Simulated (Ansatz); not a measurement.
Ansatz (a first-principles code) input (B3LYP-D3(BJ)/def2-TZVP):

Ansatz 0.2 input:
```yaml
crystal:
  periodic: [false, false, false]
  atoms:
    - {symbol: Hf, position_ang: [0.08051825, 0.67083103, 0.23012690]}
    - {symbol: F, position_ang: [1.57405558, -0.35036548, -0.20997334]}
    - {symbol: F, position_ang: [-0.73449329, -0.59747861, 1.32291946]}
    - {symbol: F, position_ang: [-0.89981991, 0.29310078, -1.30707457]}
basis:
  gaussian:
    orbitals: def2-TZVP
hamiltonian:
  xc: b3lyp
  dispersion: d3bj
total_charge: 1
relax: {f_tol: 0.002, max_steps: 150}
```

End of the output:

```
relax step   3: F+E_penalty+E_count = -9459.48181585 eV  Δ(F+E_penalty+E_count) = -9.883e-3 eV  max|allowed force component| = 2.969e-1 eV/Å  Δτ_max = 0.0373 Å  (33 SCF iters, accepted)
these checks for a lower state are left out or cut short: starts, cluster_reference, orbital_swaps, neighbouring_geometries, increment
integrals: 0.05 GiB planned
841 factors; their error is unknown
mean field: 0.41 GiB planned
mean field -9459.40145292 eV, -347.6265915822 hartree, gradient 1.3e-5 eV, S^2 0.000000; 0 other end points of the search recorded, 0 dependent functions left out
the calculation of the forces begins
reference -9459.40168740 eV, -347.6266001994 hartree; 19, 19 occupied and 114, 114 virtual orbitals, 841 factors
relax step   4: F+E_penalty+E_count = -9459.48681169 eV  Δ(F+E_penalty+E_count) = -4.996e-3 eV  max|allowed force component| = 3.667e-2 eV/Å  Δτ_max = 0.0125 Å  (29 SCF iters, accepted)
these checks for a lower state are left out or cut short: starts, cluster_reference, orbital_swaps, neighbouring_geometries, increment
integrals: 0.04 GiB planned
841 factors; their error is unknown
mean field: 0.41 GiB planned
mean field -9459.40197190 eV, -347.6266106543 hartree, gradient 1.2e-5 eV, S^2 0.000000; 0 other end points of the search recorded, 0 dependent functions left out
the calculation of the forces begins
reference -9459.40220630 eV, -347.6266192685 hartree; 19, 19 occupied and 114, 114 virtual orbitals, 841 factors
relax step   5: F+E_penalty+E_count = -9459.48719182 eV  Δ(F+E_penalty+E_count) = -3.801e-4 eV  max|allowed force component| = 3.371e-4 eV/Å  Δτ_max = 0.0102 Å  (29 SCF iters, accepted)
integrals: 0.04 GiB planned
841 factors; their error is unknown
mean field: 0.41 GiB planned
mean field evaluation 64: about -9459.4020 eV, gradient 2.8e-3 eV
mean field -9459.40197190 eV, -347.6266106543 hartree, gradient 1.8e-5 eV, S^2 0.000000; 1 other end points of the search recorded, 0 dependent functions left out
the calculation of the forces begins
reference -9459.40220630 eV, -347.6266192685 hartree; 19, 19 occupied and 114, 114 virtual orbitals, 841 factors
Total energy: -9459.48742622 eV, -347.6297510428 hartree
Atom 0 at     0.056188     0.456104     0.158877 Å, force    -0.000030     0.000337     0.000134 eV/Å
Atom 1 at     1.713387    -0.289733    -0.198034 Å, force     0.000101    -0.000138    -0.000054 eV/Å
Atom 2 at    -0.785039    -0.557189     1.461025 Å, force    -0.000030    -0.000103    -0.000020 eV/Å
Atom 3 at    -0.964276     0.406905    -1.385870 Å, force    -0.000041    -0.000096    -0.000060 eV/Å
Dipole moment:     0.108604     0.960267     0.318354 e Å
```
